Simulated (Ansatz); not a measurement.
Gas-phase electronic energies from Ansatz, PBE0-D4/def2-TZVP geometries. CBS: MP2 limit from def2 TZ/QZ plus the TZ coupled-cluster correction, frozen cores. Functionals use def2-TZVPP. B3LYP here is the variant with VWN-RPA as its local correlation; programs differ in this. For Ge, Mg outer-core shells are correlated without core-valence functions, which leaves a few kJ/mol of doubt a bond. Scalar relativity is left out up to krypton. Each species was taken in one conformer, which may not be the lowest.

Reaction (redistribution): `O[SiH]1[CH2][GeH2]1` + `C[CH2][Mg][Cl]` → `Cl[SiH]1[CH2][GeH2]1` + `C[CH2][Mg][OH]`

Problem. Is it downhill or uphill in electronic energy at CCSD(T)/CBS, and by how much? (An estimate is asked.)

Solution. Computed: Uphill: ΔE = +17.4 kcal/mol.

Problem. What do these levels give: r2SCAN-D4, PBE0-D4, B3LYP-D4, ωB97M-V, HF/def2-TZVPP, MP2/def2-TZVPP, SCS-MP2/def2-TZVPP, CCSD(T)/def2-TZVPP, MP2/def2-QZVPP, SCS-MP2/def2-QZVPP, MP2/CBS(def2), CCSD/CBS(def2)? (Best estimate.)

Solution. Computed: r2SCAN-D4 18.8, PBE0-D4 18.4, B3LYP-D4 18.3, ωB97M-V 18.5, HF/def2-TZVPP 23.2, MP2/def2-TZVPP 17.3, SCS-MP2/def2-TZVPP 17.8, CCSD(T)/def2-TZVPP 18.5, MP2/def2-QZVPP 16.7, SCS-MP2/def2-QZVPP 17.2, MP2/CBS(def2) 16.2, CCSD/CBS(def2) 17.9 kcal/mol.

Largest T1 diagnostic among the species: 0.012.

In def2-TZVPP, CCSD(T) changes the Hartree–Fock value by −4.7 kcal/mol (the triples alone add −0.5 kcal/mol) and MP2 by −5.9 kcal/mol. From PBE to PBE0 (25 % exact exchange), in def2-TZVPP and without D4, ΔE moves by +1.3 kcal/mol.
